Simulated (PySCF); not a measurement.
Two probes of the same atoms: core binding energy and nuclear shielding

Compound: C4H8OSi2.
Structure used (PBE0-D3(BJ)/def2-SVP), in Å, numbered top down from 1:
```xyz
15
C4H8OSi2 angstrom
C     -3.2967    1.3087   -0.7134
C     -2.6575    0.6623    0.0957
Si    -1.6696   -0.3089    1.3006
O     -0.2478   -0.7898    0.6147
Si     0.7373   -0.7468   -0.7250
C      2.4003   -0.0998   -0.1958
C      2.6683    0.2488    1.0674
H     -3.8669    1.8732   -1.4302
H     -1.3822    0.5448    2.4862
H     -2.4531   -1.5061    1.7098
H      0.8577   -2.1292   -1.2775
H      0.1330    0.1290   -1.7751
H      3.1937    0.0001   -0.9490
H      3.6485    0.6306    1.3735
H      1.9089    0.1630    1.8525
```

Binding energies: delta-SCF UKS SCAN, pcX-2 on the ionised atom, pcseg-1 elsewhere, spin-free X2C (PySCF). Shieldings: GIAO PBE/pcSseg-1, non-relativistic, same geometry.

```csv
atom,C 1s (eV)
C1,290.71
C2,290.38
C6,290.13
C7,290.48
```

**Question.** What are the absolute isotropic shieldings of these atoms?

**Answer.** 
```json
{"atom": "C6", "environment": "alkene CH carbon", "C 1s (eV)": "290.13", "isotropic shielding (ppm)": "40.0"}
{"atom": "C2", "environment": "alkyne carbon", "C 1s (eV)": "290.38", "isotropic shielding (ppm)": "95.4"}
{"atom": "C7", "environment": "terminal =CH2 carbon", "C 1s (eV)": "290.48", "isotropic shielding (ppm)": "37.5"}
{"atom": "C1", "environment": "terminal alkyne carbon", "C 1s (eV)": "290.71", "isotropic shielding (ppm)": "78.5"}
```

**Question.** Among the listed atoms, is the one with the highest binding energy also the least shielded?

**Answer.** No. The highest binding energy is at C1 (290.71 eV, shielding 78.5 ppm), the lowest shielding at C7 (37.5 ppm, 290.48 eV).

By binding energy: C6 < C2 < C7 < C1. By shielding: C7 < C6 < C1 < C2.

The unrestricted hole states depart most from a pure doublet (⟨S²⟩ = 0.75; over 0.85 named) for C 1s of C1 (0.86) and C 1s of C2 (0.87), which makes these values less certain. One conformer (not necessarily the lowest) at the PBE0-D3(BJ)/def2-SVP geometry, without solvent, vibrations or thermal averaging.
